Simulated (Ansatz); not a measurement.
Consider the formal exchange of groups at the Si–Al bond: `F[CH]1[CH2][Al]1[SiH3]` + `ClCBr` → `[SiH3]C(Cl)Br` + `F[CH]1[CH2][AlH]1`.

Computed with Ansatz on PBE0-D4/def2-TZVP structures; ΔE is electronic, products minus reactants. CCSD(T)/CBS adds triple-zeta CCSD(T) − MP2 to the extrapolated MP2 energy (def2 sets, frozen cores). Functionals use def2-TZVPP. B3LYP here is the variant with VWN-RPA as its local correlation; programs differ in this. For Br outer-core shells are correlated without core-valence functions, which leaves a few kJ/mol of doubt a bond. Scalar relativity is left out up to krypton.

`F[CH]1[CH2][Al]1[SiH3]`:

```xyz
11

F    -0.435   -1.230    2.650
C     0.393   -0.626    1.721
C     0.239    0.887    1.542
Al    0.077   -0.093   -0.110
Si   -0.399   -0.193   -2.500
H     1.428   -0.898    1.947
H     0.937    1.560    2.034
H    -0.795    1.200    1.741
H    -0.953   -1.512   -2.900
H     0.872    0.033   -3.243
H    -1.365    0.872   -2.882
```

`ClCBr`:

Z-matrix (Å, degrees):
```
C
Cl 1 1.755
Br 1 1.930 2 113.3
H 1 1.085 2 108.8 3 -119.0
H 1 1.085 2 108.8 3 119.0
```

`[SiH3]C(Cl)Br`:

Z-matrix (Å, degrees):
```
Si
C 1 1.894
H 1 1.483 2 108.5
H 1 1.480 2 107.8 3 120.5
H 1 1.485 2 108.2 3 -119.6
Cl 2 1.769 1 110.0 3 178.3
Br 2 1.945 1 108.7 3 -58.9
H 2 1.088 1 113.8 3 58.0
```

`F[CH]1[CH2][AlH]1`:

Z-matrix (Å, degrees):
```
C
C 1 1.542
Al 1 1.923 2 66.0
F 1 1.383 2 116.6 3 -127.0
H 1 1.094 2 110.8 3 108.4
H 2 1.087 1 119.4 3 -136.0
H 2 1.100 1 110.3 3 95.3
H 3 1.575 1 160.0 2 -168.3
```

CCSD(T)/CBS gives +5.4 kcal/mol.

**Question.** Another level gave +6.3 kcal/mol. Which?
A. SCS-MP2/def2-TZVPP
B. PBE-D4/def2-TZVPP
C. B3LYP-D4/def2-TZVPP
D. r2SCAN/def2-TZVPP

**Answer.** C. B3LYP-D4 6.3, PBE-D4 9.2, SCS-MP2/def2-TZVPP 4.4, r2SCAN 7.8 kcal/mol.

Largest T1 diagnostic among the species: 0.014.

The D4 term adds −1.9 kcal/mol with B3LYP and −0.9 kcal/mol with PBE0; it sums over pairs of atoms, weighted by their polarisabilities, and B3LYP, whose exchange is more repulsive, gets the larger term.
